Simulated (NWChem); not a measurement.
Program: NWChem. System: ClFSn, charge 0, spin multiplicity 1, at a geometry optimised with B3LYP/def2-SVP with def2 effective core potentials on Sn. The structure started from a generated list of species. Level: TD-B3LYP/def2-SVPD with def2 effective core potentials on Sn, VWN1-RPA local correlation.

Input file:

```
start mol
memory heap 200 mb stack 900 mb global 1100 mb
geometry units angstroms nocenter noautoz
  Sn    -0.502548     0.235709     0.000000
  F      0.796939     1.707058     0.000000
  Cl     1.056175    -1.597000     0.000000
  symmetry group Cs
end
basis spherical
  * library def2-svpd
end
ecp
  Sn library def2-ecp
end
dft
  xc b3lyp
  semidirect memsize 60000000 filesize 0
  iterations 100
end
tddft
  rpa
  nroots 6
  notriplet
  thresh 1e-4
end
task tddft energy
```

Part of the output:

```
             Northwest Computational Chemistry Package (NWChem) 7.3.0
             --------------------------------------------------------

                                NWChem Input Module
                                -------------------

 Scaling coordinates for geometry "geometry" by  1.889725989
 (inverse scale =  0.529177249)

 Turning off AUTOSYM since
 SYMMETRY directive was detected!

                             Geometry "geometry" -> ""
                             -------------------------

 Output coordinates in angstroms (scale by  1.889725989 to convert to a.u.)

  No.       Tag          Charge          X              Y              Z
 ---- ---------------- ---------- -------------- -------------- --------------
    1 Sn                  50.0000    -0.50254800     0.23570900     0.00000000
    2 F                    9.0000     0.79693900     1.70705800     0.00000000
    3 Cl                  17.0000     1.05617500    -1.59700000     0.00000000

 Effective nuclear repulsion energy (a.u.)     332.6918361546

            Nuclear Dipole moment (a.u.)
            ----------------------------
        X                 Y               Z
 ---------------- ---------------- ----------------
     0.0000491329    -0.0000529123     0.0000000000

      Symmetry information
      --------------------

 Group name             Cs
 Group number              2
 Group order               2
 No. of unique centers     3

      Symmetry unique atoms

     1    2    3


 Summary of "ao basis" -> "" (spherical)
 ------------------------------------------------------------------------------
       Tag                 Description            Shells   Functions and Types
 ---------------- ------------------------------  ------  ---------------------
 *                         def2-svpd                  on all atoms

                                 NWChem DFT Module
                                 -----------------

 Summary of "ao basis" -> "ao basis" (spherical)
 ------------------------------------------------------------------------------
       Tag                 Description            Shells   Functions and Types
 ---------------- ------------------------------  ------  ---------------------
 Sn                        def2-svpd                12       32   5s4p3d
 F                         def2-svpd                 9       23   4s3p2d
 Cl                        def2-svpd                11       27   5s4p2d

 Summary of "ao basis" -> "ao basis" (spherical)
 ------------------------------------------------------------------------------
       Tag                 Description            Shells   Functions and Types
 ---------------- ------------------------------  ------  ---------------------
 Sn                        def2-svpd                12       32   5s4p3d
 F                         def2-svpd                 9       23   4s3p2d
 Cl                        def2-svpd                11       27   5s4p2d

      Symmetry analysis of basis
      --------------------------

        a'         57
        a"         25

            General Information
            -------------------
          SCF calculation type: DFT
          Wavefunction type:  closed shell.
          No. of atoms     :     3
          No. of electrons :    48
           Alpha electrons :    24
            Beta electrons :    24
          Charge           :     0
          Spin multiplicity:     1
          Use of symmetry is: off; symmetry adaption is: on
          Maximum number of iterations: 100
[...]
  ----------------------------------------------------------------------------
  Root   2 singlet a"             0.161270645 a.u.                4.3884 eV
  ----------------------------------------------------------------------------
     Transition Moments    X  0.00000   Y -0.00000   Z  0.42240
     Transition Moments   XX  0.00000  XY -0.00000  XZ -1.56020
     Transition Moments   YY  0.00000  YZ  0.59711  ZZ -0.00000
     Dipole Oscillator Strength                    0.0191830117
     Electric Quadrupole                           0.0000000623
     Magnetic Dipole                               0.0000013177
     Total Oscillator Strength                     0.0191843917

          sigma_e =   1.8658 Angstrom
          sigma_h =   1.7873 Angstrom
         |d_h->e| =   1.5358 Angstrom
            d_exc =   3.0013 Angstrom
            d_CD1 =   1.6143 Angstrom
            d_CD2 =  -0.2907 Angstrom
            d_CD3 =   4.5371 Angstrom
     Pearson C.C. =   0.0040

     Occ.   18  a'  ---  Virt.   25  a"   0.06050 X
     Occ.   21  a'  ---  Virt.   25  a"  -0.08570 X
     Occ.   23  a'  ---  Virt.   25  a"   0.92198 X
     Occ.   24  a'  ---  Virt.   25  a"  -0.37289 X
  ----------------------------------------------------------------------------
  Root   3 singlet a'             0.176031519 a.u.                4.7901 eV
  ----------------------------------------------------------------------------
     Transition Moments    X  0.22770   Y -0.31059   Z -0.00000
     Transition Moments   XX  0.74369  XY -1.23484  XZ  0.00000
     Transition Moments   YY  1.24048  YZ -0.00000  ZZ -0.72158
     Dipole Oscillator Strength                    0.0174052034
     Electric Quadrupole                           0.0000000745
     Magnetic Dipole                               0.0000000001
     Total Oscillator Strength                     0.0174052780

          sigma_e =   1.8876 Angstrom
          sigma_h =   1.3447 Angstrom
         |d_h->e| =   2.1046 Angstrom
            d_exc =   3.1346 Angstrom
            d_CD1 =   2.6475 Angstrom
            d_CD2 =   0.4884 Angstrom
            d_CD3 =   5.2392 Angstrom
     Pearson C.C. =  -0.0050

     Occ.   22  a"  ---  Virt.   25  a"   0.96932 X
     Occ.   23  a'  ---  Virt.   27  a'  -0.11788 X
     Occ.   24  a'  ---  Virt.   26  a'  -0.19285 X
  ----------------------------------------------------------------------------
  Root   4 singlet a"             0.222599030 a.u.                6.0572 eV
  ----------------------------------------------------------------------------
     Transition Moments    X -0.00000   Y  0.00000   Z -0.31491
     Transition Moments   XX  0.00000  XY -0.00000  XZ  1.03821
     Transition Moments   YY -0.00000  YZ -0.19260  ZZ  0.00000
     Dipole Oscillator Strength                    0.0147166563
     Electric Quadrupole                           0.0000000655
     Magnetic Dipole                               0.0000003478
     Total Oscillator Strength                     0.0147170696

          sigma_e =   1.8526 Angstrom
          sigma_h =   1.2379 Angstrom
         |d_h->e| =   1.6482 Angstrom
            d_exc =   2.7713 Angstrom
            d_CD1 =   2.2629 Angstrom
            d_CD2 =   0.1030 Angstrom
            d_CD3 =   4.4195 Angstrom
     Pearson C.C. =   0.0003

     Occ.   18  a'  ---  Virt.   25  a"  -0.07823 X
     Occ.   19  a'  ---  Virt.   25  a"   0.24214 X
     Occ.   21  a'  ---  Virt.   25  a"  -0.95990 X
     Occ.   22  a"  ---  Virt.   26  a'   0.05212 X
     Occ.   23  a'  ---  Virt.   25  a"  -0.05012 X
     Occ.   24  a'  ---  Virt.   25  a"   0.07635 X
  ----------------------------------------------------------------------------
  Root   5 singlet a'             0.232529460 a.u.                6.3275 eV
  ----------------------------------------------------------------------------
     Transition Moments    X  0.19495   Y  0.28758   Z  0.00000
     Transition Moments   XX -2.35152  XY -0.49489  XZ -0.00000
     Transition Moments   YY  0.56997  YZ -0.00000  ZZ  0.99139
     Dipole Oscillator Strength                    0.0187118426
     Electric Quadrupole                           0.0000002383
     Magnetic Dipole                               0.0000013307
     Total Oscillator Strength                     0.0187134117

          sigma_e =   2.0413 Angstrom
          sigma_h =   1.9186 Angstrom
         |d_h->e| =   1.1639 Angstrom
            d_exc =   2.9998 Angstrom
            d_CD1 =   1.2865 Angstrom
            d_CD2 =  -0.8161 Angstrom
            d_CD3 =   4.1636 Angstrom
     Pearson C.C. =   0.0260

     Occ.   19  a'  ---  Virt.   26  a'   0.05910 X
     Occ.   20  a"  ---  Virt.   25  a"   0.67154 X
     Occ.   22  a"  ---  Virt.   25  a"  -0.05897 X
     Occ.   23  a'  ---  Virt.   26  a'  -0.16905 X
     Occ.   23  a'  ---  Virt.   27  a'   0.11677 X
     Occ.   24  a'  ---  Virt.   26  a'  -0.40849 X
     Occ.   24  a'  ---  Virt.   27  a'  -0.57166 X
  ----------------------------------------------------------------------------
  Root   6 singlet a"             0.234322340 a.u.                6.3762 eV
  ----------------------------------------------------------------------------
     Transition Moments    X  0.00000   Y -0.00000   Z -0.19516
     Transition Moments   XX -0.00000  XY -0.00000  XZ  0.48378
     Transition Moments   YY -0.00000  YZ  0.43277  ZZ  0.00000
     Dipole Oscillator Strength                    0.0059498143
     Electric Quadrupole                           0.0000000289
     Magnetic Dipole                               0.0000015003
     Total Oscillator Strength                     0.0059513435

          sigma_e =   1.8624 Angstrom
          sigma_h =   1.8112 Angstrom
         |d_h->e| =   1.2497 Angstrom
            d_exc =   2.8698 Angstrom
            d_CD1 =   1.3009 Angstrom
            d_CD2 =  -0.5871 Angstrom
            d_CD3 =   4.1195 Angstrom
     Pearson C.C. =   0.0111

     Occ.   18  a'  ---  Virt.   25  a"  -0.07505 X
     Occ.   19  a'  ---  Virt.   25  a"  -0.95525 X
     Occ.   21  a'  ---  Virt.   25  a"  -0.22159 X
     Occ.   22  a"  ---  Virt.   26  a'   0.15504 X
     Occ.   22  a"  ---  Virt.   27  a'  -0.06115 X

              Target root =      1
          Target symmetry = none
      Ground state energy =   -774.322315036208
        Excitation energy =      0.150387552647
     Excited state energy =   -774.171927483561

  stored tddft:energy   -774.17192748356058

 Task  times  cpu:      176.6s     wall:      176.6s

 Total times  cpu:      176.7s     wall:      176.7s
```
